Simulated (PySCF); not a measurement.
Si(Cl)(F)2(SeH) (ClF2HSeSi), SMILES F[Si](F)([SeH])Cl. Geometry: PBE-D3(BJ)/def2-SVP. This is a generated structure with no PubChem entry under its InChIKey; it may be hypothetical. The values are those of a single conformer.

These are PBE-D3(BJ)/def2-SVP (PySCF) values and carry that method's errors.

Harmonic wavenumbers (cm⁻¹): 94, 149, 166, 231, 236, 283, 415, 585, 660, 863, 947, 2360. Rotational constants (GHz): 2.669, 1.164, 1.027; symmetry number 1.

Q: Work out the zero-point energy and the ideal-gas rigid-rotor harmonic-oscillator thermochemistry at 298.15 K and 1 atm.

A: ZPE = ½ Σ hcν = ½ × 6988 cm⁻¹ = 9.99 kcal/mol. H − E(el) = 14.98 kcal/mol. Entropy in cal/(mol K): translation 41.49, rotation 29.00, vibration 15.99, total 86.48. G − E(el) = -10.81 kcal/mol. Cp = 23.38 cal/(mol K). Modes under 150 cm⁻¹ make the vibrational entropy uncertain.
